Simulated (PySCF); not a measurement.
VF4, SMILES [F][V]([F])([F])[F] (connectivity only; charge and spin as stated), neutral, multiplicity 2.

The structure is a stationary point at PBE-D3(BJ)/def2-SVP. The multiplicity is an assumed one; other spin states were not compared. The isomer is the one that the SMILES or the coordinates give; other isomers of the formula were not compared.

Calculation: PBE-D3(BJ)/def2-SVP (PySCF 2.14.0).

Frequencies are harmonic and unscaled.

Modes within 1.5 cm⁻¹ of each other (mostly degenerate sets) share a row, with their intensities summed.

| mode | ν (cm⁻¹) | IR (km/mol) | moving atoms (share of kinetic energy) |
|---|---|---|---|
| 1 | 128 | 0.0 | F 100 % |
| 2 | 170 | 29.9 | F 68 %, V 32 % |
| 3 | 172 | 0.0 | F 100 % |
| 4–5 | 214 | 27.2 | F 78 %, V 22 % |
| 6 | 707 | 0.0 | F 100 % |
| 7 | 742 | 147.6 | F 72 %, V 28 % |
| 8–9 | 810 | 327.6 | F 62 %, V 38 % |
